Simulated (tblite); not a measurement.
Compound: C₄H₁₁GeNSi.
Numbering: `[CH:1]#[C:2][SiH2:3][Ge@H:4]([CH3:5])[NH:6][CH3:7]` (hydrogens: H8 on C1; H9, H10 on Si3; H11 on Ge4; H12, H13, H14 on C5; H15 on N6; H16, H17, H18 on C7)

Computed with GFN2-xTB (tblite), gas phase: L-BFGS steps from a force-field or distance-geometry start until the largest atomic force falls under 0.01 eV/Å.

Step 50: E = -562.2264 eV
```
atom  x, y, z in Å  |  force x, y, z in eV/Å
C1      3.7574    1.2702    0.5591   -0.022  -0.034  -0.022
C2      3.0097    0.5516   -0.0506    0.026   0.022   0.025
Si3     1.8327   -0.5253   -0.9825   -0.083  -0.011  -0.037
Ge4    -0.3918    0.1336   -0.5377    0.076   0.039  -0.019
C5     -0.5055    1.8210    0.5011    0.001  -0.007  -0.009
N6     -1.2606   -1.1344    0.4660   -0.039  -0.059   0.030
C7     -2.6290   -1.5549    0.2406   -0.055  -0.030   0.003
H8      4.4226    1.8895    1.0882    0.016   0.033   0.027
H9      2.1780   -0.3917   -2.4010    0.000   0.007  -0.032
H10     2.0885   -1.9096   -0.5643    0.016  -0.032   0.027
H11    -1.2658    0.3185   -1.7853   -0.005   0.021  -0.010
H12    -1.5318    2.0948    0.7326    0.027  -0.020  -0.009
H13    -0.0427    2.6430   -0.0401   -0.024  -0.002   0.022
H14     0.0321    1.6925    1.4387   -0.029   0.038  -0.008
H15    -0.7052   -1.9229    0.7614    0.060  -0.033   0.021
H16    -3.0720   -1.9076    1.1782    0.011   0.018  -0.051
H17    -3.2101   -0.7044   -0.1121    0.036   0.017   0.005
H18    -2.7155   -2.3577   -0.5040   -0.013   0.033   0.036
```

Step 51: E = -562.2271 eV
```
atom  x, y, z in Å  |  force x, y, z in eV/Å
C1      3.7569    1.2699    0.5591   -0.012  -0.022  -0.013
C2      3.0089    0.5521   -0.0510    0.010   0.004   0.010
Si3     1.8325   -0.5255   -0.9838   -0.068  -0.015  -0.030
Ge4    -0.3915    0.1325   -0.5374    0.072   0.046  -0.001
C5     -0.5051    1.8212    0.5009   -0.003  -0.017  -0.008
N6     -1.2602   -1.1358    0.4685   -0.015  -0.044   0.020
C7     -2.6286   -1.5544    0.2405   -0.037  -0.014   0.004
H8      4.4217    1.8893    1.0887    0.014   0.030   0.025
H9      2.1791   -0.3926   -2.4026   -0.002   0.006  -0.025
H10     2.0881   -1.9101   -0.5640    0.015  -0.022   0.022
H11    -1.2671    0.3196   -1.7835   -0.005   0.017  -0.011
H12    -1.5317    2.0932    0.7321    0.015  -0.014  -0.014
H13    -0.0434    2.6436   -0.0407   -0.024  -0.007   0.023
H14     0.0303    1.6949    1.4398   -0.018   0.033  -0.011
H15    -0.7047   -1.9255    0.7611    0.056  -0.027   0.019
H16    -3.0725   -1.9070    1.1761   -0.007   0.009  -0.018
H17    -3.2067   -0.7022   -0.1119    0.024   0.019  -0.002
H18    -2.7147   -2.3566   -0.5035   -0.017   0.018   0.010
```

Step 52: E = -562.2282 eV
```
atom  x, y, z in Å  |  force x, y, z in eV/Å
C1      3.7622    1.2689    0.5587    0.003   0.001   0.004
C2      3.0093    0.5558   -0.0505   -0.016  -0.025  -0.016
Si3     1.8325   -0.5230   -0.9860   -0.002  -0.021  -0.010
Ge4    -0.3905    0.1303   -0.5398    0.029   0.035   0.042
C5     -0.5082    1.8186    0.5008   -0.012  -0.025  -0.003
N6     -1.2577   -1.1430    0.4683    0.037  -0.020  -0.012
C7     -2.6297   -1.5519    0.2418    0.013   0.015   0.009
H8      4.4291    1.8874    1.0888   -0.008   0.008   0.007
H9      2.1866   -0.3922   -2.4040   -0.013   0.004  -0.007
H10     2.0883   -1.9079   -0.5610    0.011   0.005   0.009
H11    -1.2702    0.3227   -1.7836    0.003   0.008  -0.004
H12    -1.5358    2.0827    0.7342   -0.013  -0.003  -0.025
H13    -0.0535    2.6452   -0.0405   -0.021  -0.014   0.022
H14     0.0247    1.6981    1.4414    0.011   0.018  -0.013
H15    -0.7028   -1.9376    0.7515    0.031   0.000   0.007
H16    -3.0773   -1.8910    1.1791   -0.030   0.002   0.021
H17    -3.1956   -0.6951   -0.1190    0.003  -0.002  -0.009
H18    -2.7201   -2.3616   -0.4919   -0.029   0.015  -0.022
```

**Question.** Estimate the geometry and energy of step 53. (The exact step hangs on the optimiser's Hessian estimate; all steps are aligned on step 52, rigid shifts and turns removed.)

**Answer.** E = -562.2285 eV, largest force 0.044 eV/Å
```
atom  x, y, z in Å  |  force x, y, z in eV/Å
C1      3.7651    1.2686    0.5585    0.003   0.003   0.006
C2      3.0100    0.5572   -0.0504   -0.016  -0.027  -0.017
Si3     1.8329   -0.5218   -0.9865    0.019  -0.018  -0.003
Ge4    -0.3897    0.1302   -0.5403    0.007   0.017   0.039
C5     -0.5103    1.8170    0.5010   -0.014  -0.016   0.003
N6     -1.2560   -1.1463    0.4667    0.037  -0.011  -0.022
C7     -2.6301   -1.5505    0.2427    0.024   0.013   0.011
H8      4.4331    1.8863    1.0887   -0.017  -0.001   0.000
H9      2.1906   -0.3919   -2.4040   -0.018   0.005  -0.004
H10     2.0888   -1.9063   -0.5598    0.010   0.008   0.008
H11    -1.2715    0.3236   -1.7839    0.012   0.006   0.004
H12    -1.5383    2.0781    0.7352   -0.022  -0.002  -0.026
H13    -0.0590    2.6455   -0.0398   -0.018  -0.012   0.016
H14     0.0228    1.6990    1.4415    0.018   0.012  -0.008
H15    -0.7021   -1.9430    0.7463    0.029   0.004   0.005
H16    -3.0797   -1.8824    1.1818   -0.026   0.005   0.020
H17    -3.1916   -0.6929   -0.1231    0.000  -0.005  -0.009
H18    -2.7237   -2.3642   -0.4863   -0.029   0.020  -0.022
```

The energy changes by -0.0003 eV. The first-order estimate −F·Δx gives -0.0004 eV and the mean of the old and new forces, exact on a quadratic surface, -0.0003 eV. The step makes an angle of 81° with the force vector and moves no atom by more than 0.009 Å.

The cost below is that of the whole relaxation. The run took 2.2 s of wall time on one thread, Arm Neoverse N1 (aarch64), on a shared host.
